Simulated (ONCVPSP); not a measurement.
## u(r) = r·R(r): atom against pseudo-atom (lead)

Columns: radius, all-electron u(r) and pseudo u(r) of the 5d shell (level -21.18 eV) of lead in the configuration [Kr] 4d10 4f14 5s2 5p6 5d10 6s2 6p2; PBE, scalar-relativistic, ONCV scheme, ONCVPSP 4.0.1.

```tsv
r (bohr)	all-electron	pseudo
0.080	0.3100	0.0020
0.160	0.1335	0.0157
0.240	-0.3056	0.0505
0.320	-0.4929	0.1123
0.400	-0.4004	0.2017
0.480	-0.1543	0.3147
0.560	0.1351	0.4429
0.640	0.4036	0.5755
0.720	0.6229	0.7015
0.800	0.7852	0.8107
0.880	0.8935	0.8956
0.960	0.9559	0.9517
1.040	0.9816	0.9783
1.120	0.9795	0.9782
1.200	0.9573	0.9569
1.280	0.9211	0.9210
1.360	0.8759	0.8758
1.440	0.8253	0.8252
1.520	0.7721	0.7720
1.600	0.7183	0.7182
1.680	0.6651	0.6650
1.760	0.6137	0.6136
1.840	0.5645	0.5644
1.920	0.5180	0.5179
2.000	0.4743	0.4743
2.080	0.4336	0.4336
```

Problem. How many radial nodes do the two functions have?

Solution. The all-electron 5d function has n − l − 1 = 2; the pseudo-wave has 0, since the states of the same l below it are removed with the core.

Problem. At about which radius was the pseudo-wave matched?

Solution. 1.30 bohr. The columns agree to 0.0005 from 1.20 bohr on; several derivatives are matched, so the curves merge somewhat inside the radius.

Problem. Where does each function peak?

Solution. Outermost all-electron maximum near 1.04 bohr, pseudo maximum near 1.04 bohr (to the table’s step).

Problem. Is the pseudo-wave norm-conserving?

Solution. Yes: the ONCV scheme keeps the norm inside the radius equal to the all-electron one, which fixes the energy derivative of the logarithmic derivative at the level.
